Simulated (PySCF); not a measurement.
A GIAO shielding run with PySCF (density fitting, non-relativistic, gas phase) on SMILES CCC[SiH2]C(C)(C)C, C$_{7}$H$_{18}$Si:

```
$ OMP_NUM_THREADS=1 python probes_run.py task.json out

{"job": {"kind": "nmr", "xc": "PBE0", "basis": "pcSseg-1"}, "charge": 0, "multiplicity": 1}
C      4.009407    -0.042824     0.413138
C      2.806509     0.856370     0.169231
C      1.479975     0.097461     0.134087
Si    -0.029435     1.185586    -0.181229
C     -1.663153     0.200360    -0.227410
C     -1.882872    -0.492466     1.120166
C     -1.600259    -0.843489    -1.346066
C     -2.807986     1.180108    -0.497922
H      4.949806     0.529555     0.429445
H      3.922023    -0.570930     1.376410
H      4.097788    -0.808952    -0.373690
H      2.943854     1.402048    -0.780732
H      2.765342     1.634046     0.951992
H      1.514599    -0.683186    -0.647208
H      1.328677    -0.440557     1.087565
H     -0.122307     2.228306     0.895041
H      0.141433     1.900050    -1.490582
H     -1.086277    -1.219435     1.345959
H     -1.922683     0.230713     1.950808
H     -2.839387    -1.045310     1.118065
H     -1.429690    -0.378890    -2.330862
H     -0.799230    -1.581076    -1.178230
H     -2.551610    -1.401979    -1.406005
H     -2.881118     1.950907     0.286220
H     -2.685862     1.695521    -1.464102
H     -3.774771     0.645939    -0.528090
```

Hardware: 1 thread of an Arm Neoverse V2, shared host. The job also computes population analyses, field gradients.

Problem. How large is the calculation?

Solution. 74 electrons, 233 basis functions and 1226 auxiliary functions.

Problem. How long does it take, and how much memory does it need?

Solution. 49 s of wall time, with 12 SCF cycles and 4 response iterations; peak memory 1.2 GiB. Times on a shared host scatter by some tens of per cent.

Problem. And these other runs on the same molecule and hardware: GIAO shielding at B3LYP/pcSseg-1?

Solution. B3LYP/pcSseg-1: 233 functions, 47 s.
